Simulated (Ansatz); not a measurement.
Geometry optimisation of Ge₉OH₁₄, a cluster with a defect cut from the lattice of germanium (double-bonded O in place of two caps).

```yaml
crystal:
  periodic: [false, false, false]
  atoms:
    - {symbol: Ge, position_ang: [0.380670, -2.909800, -0.028200]}
    - {symbol: Ge, position_ang: [0.275770, -0.058680, -2.830130]}
    - {symbol: Ge, position_ang: [-2.404040, -0.074320, 0.063890]}
    - {symbol: Ge, position_ang: [0.363740, 0.033820, 2.914200]}
    - {symbol: Ge, position_ang: [0.269790, 2.831570, 0.056020]}
    - {symbol: Ge, position_ang: [-1.052470, -1.480760, -1.390630]}
    - {symbol: Ge, position_ang: [1.734790, -1.656510, 1.669650]}
    - {symbol: Ge, position_ang: [1.538530, 1.494740, -1.492750]}
    - {symbol: Ge, position_ang: [-1.062410, 1.388740, 1.472690]}
    - {symbol: O, position_ang: [3.299500, -1.860490, 1.879160]}
    - {symbol: H, position_ang: [1.170150, -3.918010, -0.857930]}
    - {symbol: H, position_ang: [-0.541390, -3.844770, 0.763770]}
    - {symbol: H, position_ang: [1.193150, -0.867060, -3.723910]}
    - {symbol: H, position_ang: [-0.611670, 0.666750, -3.824750]}
    - {symbol: H, position_ang: [-3.352280, -0.912660, 0.903720]}
    - {symbol: H, position_ang: [-3.361230, 0.757910, -0.771070]}
    - {symbol: H, position_ang: [-0.557050, -0.764890, 3.844750]}
    - {symbol: H, position_ang: [1.158060, 0.863970, 3.918570]}
    - {symbol: H, position_ang: [-0.618540, 3.825690, -0.669620]}
    - {symbol: H, position_ang: [1.185470, 3.722330, 0.870490]}
    - {symbol: H, position_ang: [-1.985840, -2.374110, -2.215820]}
    - {symbol: H, position_ang: [2.533720, 2.300220, -2.296120]}
    - {symbol: H, position_ang: [2.442950, 0.626000, -0.621200]}
    - {symbol: H, position_ang: [-1.999380, 2.210290, 2.365220]}
basis:
  gaussian: {orbitals: def2-SVP}
hamiltonian: {xc: pbe, dispersion: d4}
scf: {lower_state_search: "off"}
output: {orbitals: {seedname: orbitals}}
relax: {f_tol: 0.03, max_steps: 70}
```

```sh
$ ansatz run in.yaml --threads 2 --pin off --events-out ev --progress --plain --max-ram 32768MiB --backend cuda --devices 0, --max-vram 18GiB
```

Output, abridged:

```
Functional definition: PBE
mean field -510796.67947222 eV, -18771.4317401794 hartree, gradient 6.4e-6 eV, S^2 0.000000; 0 other end points of the search recorded, 0 dependent functions left out
relax step   1: F+E_penalty+E_count = -510797.84597534 eV  Δ(F+E_penalty+E_count) = +0.000e0 eV  max|allowed force component| = 3.681e0 eV/Å  Δτ_max = 0.0000 Å  (23 SCF iters, accepted)
mean field -510797.03634073 eV, -18771.4448548551 hartree, gradient 2.3e-6 eV, S^2 0.000000; 0 other end points of the search recorded, 0 dependent functions left out
relax step   2: F+E_penalty+E_count = -510798.21178137 eV  Δ(F+E_penalty+E_count) = -3.658e-1 eV  max|allowed force component| = 6.826e-1 eV/Å  Δτ_max = 0.1666 Å  (25 SCF iters, accepted)
mean field -510797.08184040 eV, -18771.4465269374 hartree, gradient 7.1e-7 eV, S^2 0.000000; 0 other end points of the search recorded, 0 dependent functions left out
relax step   3: F+E_penalty+E_count = -510798.24840624 eV  Δ(F+E_penalty+E_count) = -3.662e-2 eV  max|allowed force component| = 1.174e0 eV/Å  Δτ_max = 0.1946 Å  (26 SCF iters, accepted)
mean field -510797.11893486 eV, -18771.4478901336 hartree, gradient 1.2e-6 eV, S^2 0.000000; 0 other end points of the search recorded, 0 dependent functions left out
relax step   4: F+E_penalty+E_count = -510798.29022451 eV  Δ(F+E_penalty+E_count) = -4.182e-2 eV  max|allowed force component| = 1.418e-1 eV/Å  Δτ_max = 0.0940 Å  (21 SCF iters, accepted)
mean field -510797.12406860 eV, -18771.4480787949 hartree, gradient 1.2e-6 eV, S^2 0.000000; 0 other end points of the search recorded, 0 dependent functions left out
relax step   5: F+E_penalty+E_count = -510798.29897046 eV  Δ(F+E_penalty+E_count) = -8.746e-3 eV  max|allowed force component| = 4.671e-2 eV/Å  Δτ_max = 0.1690 Å  (20 SCF iters, accepted)
mean field -510797.04313510 eV, -18771.4451045436 hartree, gradient 1.3e-6 eV, S^2 0.000000; 0 other end points of the search recorded, 0 dependent functions left out
relax step   6: F+E_penalty+E_count = -510798.22897549 eV  Δ(F+E_penalty+E_count) = +6.999e-2 eV  max|allowed force component| = 3.950e-1 eV/Å  Δτ_max = 0.1482 Å  (22 SCF iters, rejected (line search))
mean field -510797.12412409 eV, -18771.4480808342 hartree, gradient 8.9e-7 eV, S^2 0.000000; 0 other end points of the search recorded, 0 dependent functions left out
relax step   7: F+E_penalty+E_count = -510798.30315195 eV  Δ(F+E_penalty+E_count) = -4.181e-3 eV  max|allowed force component| = 1.774e-2 eV/Å  Δτ_max = 0.0706 Å  (21 SCF iters, accepted)
mean field -510797.12206080 eV, -18771.4480050098 hartree, gradient 2.7e-6 eV, S^2 0.000000; 0 other end points of the search recorded, 0 dependent functions left out
relax step   8: F+E_penalty+E_count = -510798.30431818 eV  Δ(F+E_penalty+E_count) = -1.166e-3 eV  max|allowed force component| = 2.383e-2 eV/Å  Δτ_max = 0.0569 Å  (20 SCF iters, accepted)
Total energy: -510798.30438257 eV, -18771.4914545332 hartree
Atom 0 at     0.319286    -2.928867    -0.008263 Å, force     0.020636    -0.001288    -0.015066 eV/Å
Atom 1 at     0.302645    -0.049422    -2.788035 Å, force    -0.004518    -0.000824    -0.000756 eV/Å
Atom 2 at    -2.496829    -0.090566     0.082399 Å, force    -0.011981     0.006689    -0.008315 eV/Å
Atom 3 at     0.307595     0.012183     2.931019 Å, force     0.020067     0.018225     0.004430 eV/Å
Atom 4 at     0.295936     2.787805     0.048613 Å, force    -0.004049     0.000968     0.000238 eV/Å
Atom 5 at    -1.102194    -1.473239    -1.379643 Å, force    -0.010185    -0.009391    -0.003504 eV/Å
Atom 6 at     1.651441    -1.533908     1.542623 Å, force    -0.016883    -0.007379    -0.000980 eV/Å
Atom 7 at     1.694663     1.379096    -1.376351 Å, force     0.023834    -0.005686     0.005362 eV/Å
Atom 8 at    -1.111772     1.377700     1.467982 Å, force    -0.010047     0.003961     0.007434 eV/Å
Atom 9 at     3.317445    -1.561386     1.574388 Å, force     0.005867     0.001222     0.002199 eV/Å
Atom 10 at     1.271214    -3.798069    -0.875227 Å, force    -0.011223     0.000200     0.006236 eV/Å
Atom 11 at    -0.586036    -3.863428     0.849099 Å, force     0.004950     0.008802     0.004158 eV/Å
Atom 12 at     1.186679    -0.937012    -3.710949 Å, force    -0.005976     0.009864     0.004143 eV/Å
Atom 13 at    -0.608248     0.833718    -3.688958 Å, force     0.006888    -0.003005     0.006346 eV/Å
Atom 14 at    -3.384111    -0.995904     0.985881 Å, force     0.005039     0.001581    -0.001264 eV/Å
Atom 15 at    -3.437806     0.784328    -0.797107 Å, force     0.001496    -0.006489     0.006983 eV/Å
Atom 16 at    -0.599051    -0.847626     3.862007 Å, force     0.005737    -0.005054    -0.009099 eV/Å
Atom 17 at     1.252422     0.883131     3.803907 Å, force    -0.010886    -0.005754     0.000540 eV/Å
Atom 18 at    -0.612918     3.688199    -0.837156 Å, force     0.006610    -0.006455     0.003208 eV/Å
Atom 19 at     1.176139     3.711275     0.939429 Å, force    -0.006073    -0.003907    -0.009672 eV/Å
Atom 20 at    -2.018227    -2.376925    -2.263775 Å, force     0.003638     0.005322     0.002411 eV/Å
Atom 21 at     2.627889     2.260180    -2.255277 Å, force     0.001719    -0.007462     0.007806 eV/Å
Atom 22 at     2.587647     0.477712    -0.472924 Å, force    -0.018704     0.008481    -0.008384 eV/Å
Atom 23 at    -2.033821     2.260994     2.366317 Å, force     0.004044    -0.002623    -0.004455 eV/Å
Dipole moment:    -0.734838     0.169471    -0.171166 e Å
Checks for a lower state left out: stability, starts, cluster_reference, orbital_swaps, neighbouring_geometries, increment
```

Run time 22 s (2 threads of AMD EPYC 7R13 on a shared host and a share (18 GiB) of an NVIDIA H100 80GB HBM3), peak host memory 1.1 GiB.
